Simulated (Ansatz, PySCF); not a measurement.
Energy difference R1 → P1 + P2, each structure at its B3LYP-D3(BJ)/def2-TZVP stationary point, reached from a drawn start (curvature not checked).
R1, SiH4 (SMILES [SiH4]) (charge 0, multiplicity 1):
```xyz
5

Si     0.00000     0.00002     0.00000
H     -0.16915     1.22355    -0.81595
H     -0.74399     0.14791     1.27122
H      1.43709    -0.20475     0.29027
H     -0.52395    -1.16662    -0.74554
```
P1: SiH2 (SMILES [SiH2]), charge 0, multiplicity 1.
P2: H2 (SMILES [H][H]), charge 0, multiplicity 1.

P less R. No zero-point or thermal terms.

Cores are frozen in the correlated methods. CBS: X⁻³ extrapolation of the correlation energy, Hartree–Fock from the larger set.

Programs: Ansatz (an electronic-structure program) with Gaussian orbitals; PySCF for M06-2X. No computed number here is a measurement.

Problem. What reaction energy does CCSD(T)/CBS(cc-pV(T+d)Z, cc-pV(Q+d)Z) give?

Solution. 259 kJ/mol

Problem. What reaction energy does M06-2X/def2-TZVPP give?

Solution. 251 kJ/mol

Problem. What reaction energy does BHLYP/def2-TZVPP give?

Solution. 265 kJ/mol
